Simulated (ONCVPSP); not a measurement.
## arsenic: variants of one ONCV potential

Base potential:

As (Z = 33), optimised norm-conserving Vanderbilt (ONCV), made with ONCVPSP 4.0.1 (LDA (Perdew-Zunger), scalar-relativistic). Core [Ar], reference 3d10 4s1 4p4. Waves: 4s: rc 1.45 bohr, ncon 5, nbas 10, qcut 5.2 1/bohr, 3 projectors, debl 2.3 Ha; 4p: rc 1.60 bohr, ncon 3, nbas 7, qcut 5.9 1/bohr, 1 projector; 3d: rc 0.60 bohr, ncon 4, nbas 7, qcut 15.7 1/bohr, 2 projectors, debl 1.3 Ha; f scattering state at 0.28 Ha: rc 1.75 bohr, ncon 4, nbas 8, qcut 6.4 1/bohr, 2 projectors, debl 2.6 Ha. Local part: polynomial inside 0.60 bohr (lpopt 4, dvloc0 0 Ha). Core correction: Teter function, fcfact 4, rcfact 1.2.

In the d channel the program set the typed energies aside and used -1.563, 0.250 Ha.

All-electron outer shells of the reference configuration (LDA (Perdew-Zunger), scalar-relativistic, ld1.x):

```
shell  level (eV)  outermost node (bohr)  outermost maximum (bohr)
   3s     -191.17                   0.25                      0.52
   3p     -135.08                   0.22                      0.52
   3d      -42.52                      –                      0.47
   4s      -15.59                   0.73                      1.59
   4p       -5.98                   0.78                      1.95
```

Cutoffs, loose and tight: the cutoffs (Ha) at which the residual kinetic energy of the hardest occupied pseudo-wave falls to 1 and 0.1 mHa per electron. They do not see the model core or the augmentation charge, which bear on the density cutoff. Test errors are all-electron minus pseudo excitation energies from the reference, over the configurations 3d10 4s2 4p3; 3d10 4s2 4p2; 3d10 4s2 4p1; 3d10 4s1 4p3. A dash means not determined; rows that change the core or the reference have their own tests.

A true bound ghost makes a file unfit for plane-wave use even where its test errors are small: the radial tests pick states by their node count and pass the ghost by.

```csv
change,outcome,"cutoff, loose","cutoff, tight",bound ghosts,GHOST(+) flags above zero,largest test error (meV)
base,"generated, projector energies reset by the program",483 Ha,647 Ha,"s, p","s, d, f",-4.7
"core correction Teter function, fcfact 4, rcfact 0.98","generated, projector energies reset by the program",483 Ha,647 Ha,"s, p","s, d, f",-4.7
"core correction Teter function, fcfact 4, rcfact 1.1","generated, projector energies reset by the program",483 Ha,647 Ha,"s, p","s, d, f",-4.7
"core correction Teter function, fcfact 4, rcfact 1.22","generated, projector energies reset by the program",483 Ha,647 Ha,"s, p","s, d, f",-4.7
"core correction Teter function, fcfact 4, rcfact 1.32","generated, projector energies reset by the program",483 Ha,647 Ha,"s, p","s, d, f",-4.8
"core correction Teter function, fcfact 4, rcfact 1.44","generated, projector energies reset by the program",483 Ha,647 Ha,"s, p","s, d, f",-4.9
"core correction Teter function, fcfact 4, rcfact 1.58","generated, projector energies reset by the program",483 Ha,647 Ha,"s, p","s, d, f",-5.2
"core correction Teter function, fcfact 4, rcfact 1.66","generated, projector energies reset by the program",483 Ha,647 Ha,"s, p","s, d, f",-5.6
```

Q: What comes out with this change to the base: core correction Teter function, fcfact 4, rcfact 2.02?

A: outcome: generated, projector energies reset by the program; cutoff, loose: 483 Ha; cutoff, tight: 647 Ha; bound ghosts: s, p; GHOST(+) flags above zero: s, d, f; largest test error (meV): -17.

Q: What comes out with this change to the base: core correction Teter function, fcfact 4, rcfact 1.9?

A: outcome: generated, projector energies reset by the program; cutoff, loose: 483 Ha; cutoff, tight: 647 Ha; bound ghosts: s, p; GHOST(+) flags above zero: s, d, f; largest test error (meV): -10.

Q: What comes out with this change to the base: core correction Teter function, fcfact 4, rcfact 1.82?

A: outcome: generated, projector energies reset by the program; cutoff, loose: 483 Ha; cutoff, tight: 647 Ha; bound ghosts: s, p; GHOST(+) flags above zero: s, d, f; largest test error (meV): -7.8.

Reading the sweep of the rcfact (base included, trends over the rows without a ghost): Bound ghosts are found at 0.98, 1.1, 1.2, 1.22, 1.32, 1.44, 1.58, 1.66, 1.82, 1.9, 2.02. Every judged row has one, so this setting neither creates nor removes them.
